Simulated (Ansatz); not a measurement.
Input for Ansatz (a program for electronic structure): R-SVWN5/def2-TZVPP on CH5FGe (SMILES [CH3][GeH2][F]), a point of a torsion scan.

Ansatz 0.2 input:
```yaml
crystal:
  periodic: [false, false, false]
  atoms:
    - {symbol: C, position_ang: [1.06620869, 0.08056207, -0.06581046]}
    - {symbol: Ge, position_ang: [-0.89451449, -0.00276945, 0.02875592]}
    - {symbol: F, position_ang: [-1.24634656, -1.50473236, 0.85829827]}
    - {symbol: H, position_ang: [1.43399317, -0.54059381, -0.87928960]}
    - {symbol: H, position_ang: [1.48722994, -0.28423632, 0.86798141]}
    - {symbol: H, position_ang: [1.40957078, 1.09788717, -0.22945237]}
    - {symbol: H, position_ang: [-1.56782246, 0.99825237, 0.92787509]}
    - {symbol: H, position_ang: [-1.64031607, -0.17959546, -1.26536238]}
basis:
  gaussian:
    orbitals: def2-TZVPP
hamiltonian:
  xc: {name: SVWN5}
scf: {lower_state_search: off}
```

The head of its log:

```
WARN ansatz: RAYON_NUM_THREADS=2 ignored (pool sized by the plan → 2); use --threads N
Functional definition: SVWN5
these checks for a lower state are left out or cut short: stability, starts, cluster_reference, orbital_swaps, neighbouring_geometries, increment
integrals: 0.08 GiB planned
989 factors; their error is unknown
mean field: 0.63 GiB planned
mean field evaluation 1: about -60231.8715 eV, gradient 7.6e1 eV
mean field evaluation 2: about -60209.2592 eV, gradient 1.3e2 eV
```

### Question
Give the final energy of this run.

### Answer
-2213.8709 hartree.
